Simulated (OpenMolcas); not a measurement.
W5+ with 6 ligands (fluoride) in octahedral coordination (Oh). A charge of +0.167 e stands 3.2 Å behind each ligand. Ligand basis ANO-RCC-VDZP.

```yaml
Program: OpenMolcas 26.06
Method: CASSCF
Basis: ANO-RCC-VDZP [7s6p4d2f1g]
Scalar_Hamiltonian: DKH2, point nucleus
Active_space: 1 electron in 5 orbitals (5d)
State_averaging: 2S+1 = 2 even, 5 roots
Spin-orbit_coupling: RASSI with atomic mean-field integrals over the reference wave functions
```

All ligands move together. At R = 1.93 Å |10Dq| is 39846 cm-1, and at R = 2.02 Å it is 33032 cm-1.

**Question.** A third run gives 42533 cm-1. What distance was it run at?

**Answer.** With a power law R^-n the two known points give n = -ln(33032 / 39846) / ln(2.02 / 1.93) = 4.11. Then R = 1.93 × (39846 / 42533)^(1/4.11) = 1.900 Å. The run was at 1.9 Å, so the estimate is off by 0 Å.

An orbital triplet at a regular site is open to Jahn-Teller coupling, which can distort the site and quench the lowest spin-orbit gaps and is left out. With metal d orbitals alone the field can be off either way by tens of per cent. Ligand-to-metal charge-transfer states are missing. The least metal-like active orbital is 71 % on the metal (Löwdin) and no ligand orbital is active, so the numbers are rough (holds for R = 1.9). The least metal-like active orbital is 72 % on the metal (Löwdin) and no ligand orbital is active, so the numbers are rough (holds for R = 1.93). The least metal-like active orbital is 73 % on the metal (Löwdin) and no ligand orbital is active, so the numbers are rough (holds for R = 2.02). No measured value stands beside these numbers; the geometry is a model, was not optimised and need not be the one that this ion takes.
